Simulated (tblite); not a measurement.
A tight-binding relaxation on `C=C[C@@H](OBBr)B(C)C`.

Computed with GFN2-xTB geometry optimisation, gas phase (tblite 0.8.0). Start geometry: from a force field or distance geometry. A driver script takes a list of jobs; this job's settings line and coordinates (Å) are shown.

Command:
```bash
OMP_NUM_THREADS=1 python probes_run.py task.json out
```

Input:
```
{"job": {"kind": "relax", "xc": "GFN2-xTB", "basis": "xTB"}, "charge": 0, "multiplicity": 1}
C     -0.283000     2.443900    -0.230800
C      0.404800     1.514700     0.407300
C      0.606900     0.118600    -0.149000
O      1.639700    -0.547600     0.514400
B      2.948500    -0.178300    -0.037300
Br     3.738200    -1.251300    -1.536400
B     -0.747300    -0.717900     0.054000
C     -1.551200    -1.240500    -1.204000
C     -1.281500    -1.042200     1.524800
H     -0.410500     3.434000     0.207100
H     -0.757500     2.232400    -1.190600
H      0.857800     1.755400     1.375100
H      0.766800     0.184500    -1.246100
H      3.549100     0.740000     0.399800
H     -2.461400    -1.797700    -0.881800
H     -1.873600    -0.379700    -1.816900
H     -0.907300    -1.911000    -1.806800
H     -1.342200    -2.143400     1.666500
H     -2.298900    -0.598100     1.653600
H     -0.602600    -0.605100     2.293900
```

Output:
```
step      E/eV     max force
  0    -732.56600    4.044
  1    -732.92881    1.956
  2    -733.05663    1.909
  3    -733.11247    0.717
  4    -733.14315    0.404
  5    -733.15229    0.358
  6    -733.16330    0.296
  7    -733.17766    0.304
  8    -733.18894    0.346
  9    -733.20229    0.306
... (136 lines left out)
146    -734.10318    0.061
147    -734.10349    0.050
148    -734.10371    0.038
149    -734.10397    0.033
150    -734.10419    0.036
151    -734.10427    0.025
152    -734.10432    0.020
153    -734.10437    0.013
154    -734.10440    0.011
155    -734.10442    0.006
```

«max force» is the largest atomic force in eV/Å.

Task: From which step on does the largest force stay under 0.1 eV/Å, and how much energy is left to gain from there?

Result: From step 111 (0.056 eV/Å), 15.8 meV above the end.

Summary of the converged run: energy lowered by 35.5 kcal/mol over 155 steps; largest atomic force 0.006 eV/Å at the end.

Time: 1.5 s of wall time. Hardware: Arm Neoverse V1, one thread, shared host.
Labels such as C1 count atoms from 1, the log's own numbers from 0.
